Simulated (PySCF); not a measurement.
From one molecule to another.

First species: SiCl3(NHEt), C2H6Cl3NSi.
SMILES: `CCN[Si](Cl)(Cl)Cl`

Second species: [In(NCS)4]-, C4InN4S4 (charge -1).
Structure used (PBE0-D3(BJ)/def2-SVP), in Å, numbered top down from 1:
```
atom  x, y, z in Å
In1   -0.006   -0.015    0.020
N2    -0.022   -0.005    2.089
C3    -0.007    0.007    3.275
S4     0.006    0.022    4.872
N5     1.951   -0.012   -0.653
C6     3.064   -0.010   -1.066
S7     4.561   -0.005   -1.618
N8    -0.985    1.672   -0.673
C9    -1.528    2.647   -1.076
S10   -2.261    3.958   -1.620
N11   -0.980   -1.700   -0.682
C12   -1.519   -2.659   -1.125
S13   -2.245   -3.951   -1.721
```

Levels: B3LYP/def2-SVPD for HOMO energy, LUMO energy, HOMO–LUMO gap and static isotropic polarisability; TDDFT B3LYP/def2-SVPD for lowest singlet excitation; TDA B3LYP/def2-SVPD for lowest triplet excitation (Tamm–Dancoff). Geometries: PBE0-D3(BJ)/def2-SVP. All species are isolated and taken at one optimised geometry (atoms past krypton carry core potentials, spin–orbit coupling is left out). Electronic properties by PySCF.

Values for the first species:

```
HOMO energy                              : -7.46 eV
LUMO energy                              : -0.55 eV
HOMO–LUMO gap                            : 6.91 eV
Lowest singlet excitation                : 5.97 eV
Lowest triplet excitation (Tamm–Dancoff) : 5.75 eV
Static isotropic polarisability          : 97.5 au
```

Question: Estimate the same properties for the second species, and the change in each.

Answer: 
```csv
property,first,second,second less first
HOMO energy,-7.46 eV,-4.24 eV,+3.22 eV
LUMO energy,-0.55 eV,1.72 eV,+2.27 eV
HOMO–LUMO gap,6.91 eV,5.96 eV,-0.95 eV
lowest singlet excitation,5.97 eV,5.05 eV,-0.92 eV
lowest triplet excitation (Tamm–Dancoff),5.75 eV,4.59 eV,-1.16 eV
static isotropic polarisability,97.5 au,219.8 au,+122.3 au
```

On the first: The vertical singlet–triplet gap S1 − T1 is 0.22 eV (TDDFT singlet less Tamm–Dancoff triplet; S1: HOMO→LUMO, weight 0.98; T1: HOMO→LUMO, weight 0.93). The principal polarisabilities are 91.9, 94.7 and 106.0 au; their mean is the isotropic value.

On the second: The polarisability is 32.58 Å³ as a volume (1 au = 0.148185 Å³). The vertical singlet–triplet gap S1 − T1 is 0.46 eV (TDDFT singlet less Tamm–Dancoff triplet). Atoms past krypton carry effective core potentials; spin–orbit coupling is left out. The geometry's basis has no diffuse functions, a weakness for an anion.

One conformer stands for the species.
